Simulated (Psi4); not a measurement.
GeTe, triplet, geometry from GFN2-xTB (the spin is typed, not shown lowest) (all electrons, no relativity). Base run: B3LYP/3-21G in Psi4 1.11.

Geometry (Å):
```xyz
2

Ge     0.0000     0.0000    -1.5816
Te     0.0000     0.0000     0.9733
```
Charge 0, spin multiplicity 3.
Orbitals are unrestricted.
All else is at Psi4's defaults, with exact integrals.

Each row names what was changed in the base input (with any setting that the change needs).

```
change                     E (Eh)  dipole (D)  <S^2>
--------------------  -----------  ----------  -----
base                  -8652.81980        0.29  2.001
functional = bp86     -8653.55233        0.02  2.001
functional = wb97x-v  -8652.12960        1.22  2.002
functional = x3lyp    -8652.55910        0.31  2.001
functional = m06-2x   -8653.17355        1.20  2.003
functional = pbe0     -8652.10206        0.36  2.001
functional = tpss     -8652.31073        0.03  2.001
functional = mn15     -8652.91020        0.95  2.001
functional = scan     -8653.38459        0.02  2.002
functional = b3lyp5   -8652.48294        0.29  2.001
functional = revpbe   -8652.23033        0.01  2.001
functional = m06-l    -8652.47049        0.24  2.001
functional = r2scan   -8652.53204        0.00  2.002
```

Absolute energies of different levels of theory aren't comparable as measures of quality.

Open shells are given as the SCF converged; they aren't shown to be the lowest states, and a large step between rows can be another state.
